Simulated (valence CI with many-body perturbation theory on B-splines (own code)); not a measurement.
Gd¹⁴⁺: fill in the table

Calculated by relativistic CI+MBPT: four valence electrons over a frozen Dirac-Fock core [Kr] 4d10, radial functions for each j: 8 s, 8 p, 9 d, 9 f, 6 g, 3 h, 2 i, with the one-electron correlation potential Σ1 (screened to all orders), the two-electron term Σ2, the three-electron term Σ3, Breit, model QED; selected single and double excitations, second order for the rest, scaled by the run's own slope (own B-spline code, finite nucleus).

No measured levels were compared; by estimate terms of the open shell hold to a few per cent of their energy, and close levels can change places; configurations with another count of f electrons can be misplaced by thousands of cm⁻¹. Core correlation moves these levels by up to 44000 cm⁻¹, and in measured spectra 5 to 20 % of such shifts remained as error; rates that hang on mixing are uncertain with them.

| Level | E (cm⁻¹) |
| --- | --- |
| 4f3.5s 5I°_4 | 0.0 |
| 4f3.5s 5I°_5 | ? |
| 4f3.5s 5I°_6 | 6421 |
| 4f3.5s 5I°_7 | 10382 |
| 4f3.5s 5I°_8 | ? |
| 4f3.5s 3I°_5 | 17004 |
| 4f3.5s 5F°_1 | ? |
| 4f4 5I_4 | 21535 |
| 4f3.5s 5F°_2 | 22800 |
| 4f3.5s 3I°_6 | 23263 |
| 4f4 5I_5 | 24678 |
| 4f3.5s 5F°_3 | ? |
| 4f3.5s 5F°_4 | 26086 |
| 4f3.5s 5S°_2 | 26295 |
| 4f3.5s 5F°_5 [a] | 26614 |
| 4f4 5I_6 | ? |
| 4f3.5s 3H°_4 | 28033 |
| 4f3.5s 3I°_7 | ? |
| 4f3.5s 5F°_5 [b] | 31024 |
| 4f4 5I_7 | 31301 |

Names give the largest LS component (configuration and term), which can be under half, so a name can repeat, a term be missing and a line seem to break the LS rules; names also repeat where a configuration has a term twice. Letters in brackets count levels of one name in rising energy.

(1) The levels stand in rising order. What does the calculation give for the missing energies?

Answers

(1) 4f3.5s 5I°_5 2834; 4f3.5s 5I°_8 14529; 4f3.5s 5F°_1 21380; 4f3.5s 5F°_3 24824; 4f4 5I_6 27969; 4f3.5s 3I°_7 29180.
